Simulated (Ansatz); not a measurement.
System: bis(ethenyl)-dimethylsilane, C₆H₁₂Si (charge 0, singlet). 
Structure (B3LYP-D3(BJ)/def2-TZVP (Ansatz, a quantum-chemistry and plane-wave program) minimum search):
SMILES: C=C[Si](C)(C)C=C
```xyz
19

C      1.9594    -1.6934    -0.0602
C      1.6717    -0.4473    -0.4322
Si     0.0448     0.4154    -0.1020
C      0.4008     2.1027     0.6441
C     -0.9005     0.6202    -1.7106
C     -0.9458    -0.6054     1.1100
C     -2.1172    -1.1809     0.8455
H      1.2437    -2.3057     0.4784
H      2.9154    -2.1598    -0.2767
H      2.4415     0.1047    -0.9710
H     -0.5241     2.6571     0.8170
H      1.0308     2.6985    -0.0207
H      0.9212     2.0081     1.5995
H     -1.1228    -0.3460    -2.1671
H     -1.8421     1.1508    -1.5538
H     -0.3093     1.1954    -2.4269
H     -0.5410    -0.7352     2.1130
H     -2.5884    -1.0999    -0.1285
H     -2.6629    -1.7583     1.5850
```
Charge 0, spin multiplicity 1.

Wanted: atomisation energy (electronic, to ground-state atoms); the coupled-cluster value holds the core correlation from cc-pwCVTZ, in kJ/mol. Correlated levels leave the core frozen unless marked. UHF or UKS for open shells. Spin-orbit coupling is left out. No relativistic terms. CBS(X,Y): correlation extrapolated as X^-3; Hartree-Fock from the larger set. The bracket is a focal-point correction in the basis named.

Level to compare with: RI-MP2/CBS(aug-cc-pV(T+d)Z,aug-cc-pV(Q+d)Z)+[CCSD(T)-MP2]/aug-cc-pV(T+d)Z plus the core term (Ansatz), 7698.8 kJ/mol. It is a level with limits of its own, and the differences hold the functionals' basis error too.

Rank these functionals by how close they come to RI-MP2/CBS(aug-cc-pV(T+d)Z,aug-cc-pV(Q+d)Z)+[CCSD(T)-MP2]/aug-cc-pV(T+d)Z, closest first: BLYP/def2-TZVPD (Ansatz); PBE0/def2-TZVPD (Ansatz); B3LYP/def2-TZVPD (Ansatz).

PBE0/def2-TZVPD (global hybrid, 7667.3 kJ/mol, difference -31.5), B3LYP/def2-TZVPD (global hybrid, 7599.9 kJ/mol, difference -98.9), BLYP/def2-TZVPD (GGA, 7536.6 kJ/mol, difference -162.2)
